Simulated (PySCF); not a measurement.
C4H4S2, SMILES C=C1SC=CS1.

Coordinates come from a TPSSh-D3(BJ)/def2-SVP optimisation.

Two levels are set side by side: TDDFT-PBE/def2-SVPD (PySCF) and TDDFT-LC-ωPBE/def2-SVPD (PySCF). Vertical, same geometry. The lowest singlet is HOMO→LUMO 100 % with PBE and HOMO→LUMO 78 % with the other functional; states are paired by order. Differences are taken from unrounded values.

```json
[
 {"quantity": "lowest singlet excitation (eV)", "TDDFT-LC-ωPBE": "4.29", "TDDFT-PBE": "3.40", "TDDFT-PBE minus TDDFT-LC-ωPBE": "-0.89"},
 {"quantity": "lowest triplet excitation (TDA) (eV)", "TDDFT-LC-ωPBE": "3.20", "TDDFT-PBE": "3.00", "TDDFT-PBE minus TDDFT-LC-ωPBE": "-0.19"},
 {"quantity": "first bright state (f over 0.05) (eV)", "TDDFT-LC-ωPBE": "4.98", "TDDFT-PBE": "4.38", "TDDFT-PBE minus TDDFT-LC-ωPBE": "-0.60"},
 {"quantity": "its oscillator strength", "TDDFT-LC-ωPBE": "0.08", "TDDFT-PBE": "0.12", "TDDFT-PBE minus TDDFT-LC-ωPBE": "0.05"}
]
```

A lower first singlet is the usual sign of a functional without exact exchange. Differences between two approximate levels are no errors against the true value.

Rough cost on one machine, each run with all the roots and properties that it gave: TDDFT-LC-ωPBE against TDDFT-PBE about 5 times.
